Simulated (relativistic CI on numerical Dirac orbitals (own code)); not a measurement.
Slater and spin-orbit integrals, Ge XVIII

Method of calculation: Dirac-Coulomb-Breit CI, separate exchange-only KLI orbitals for each configuration, a model potential for QED, unscaled Slater integrals (own radial code, finite nucleus).

Slater integrals F^k, G^k are unscaled and averaged over j, outside the closed core [Ne]; ζ comes from projecting the Hamiltonian with its Breit term on Σ l·s of the shell.

- 3s2.3p3: F^2(3p,3p) = 189330, ζ(3p) = 34519 cm⁻¹; <r>(3p) = 0.5276, <r^2>(3p) = 0.3206 (bohr units).
- 3s.3p4: F^2(3p,3p) = 189130, G^1(3s,3p) = 242630, ζ(3p) = 34483 cm⁻¹; <r>(3s) = 0.5365, <r^2>(3s) = 0.3272, <r>(3p) = 0.5282, <r^2>(3p) = 0.3213 (bohr units).
- 3s2.3p2.3d: F^2(3p,3p) = 189030, ζ(3p) = 34462, F^2(3p,3d) = 188850, G^1(3p,3d) = 209150, G^3(3p,3d) = 137760, ζ(3d) = 3457.5 cm⁻¹; <r>(3p) = 0.5285, <r^2>(3p) = 0.3217, <r>(3d) = 0.4826, <r^2>(3d) = 0.2706 (bohr units).

Averages of the first 10 configurations, taken without configuration mixing, which lowers the lowest level and can move excited configurations by several eV; other configurations of the list can lie among them:

```
Configuration  Parity  States  Average energy above the lowest level (eV)
      3s2.3p3     odd      20                                        14.4
       3s.3p4    even      30                                        73.1
   3s2.3p2.3d    even     150                                        94.1
          3p5     odd       6                                       140.1
    3s.3p3.3d     odd     400                                       149.2
       3p4.3d    even     150                                       212.5
   3s.3p2.3d2    even    1350                                       228.1
 3s2.3p.3d.4p    even     360                                       415.7
   3s2.3p2.4s    even      30                                       314.2
       3p4.4s    even      30                                       434.2
```
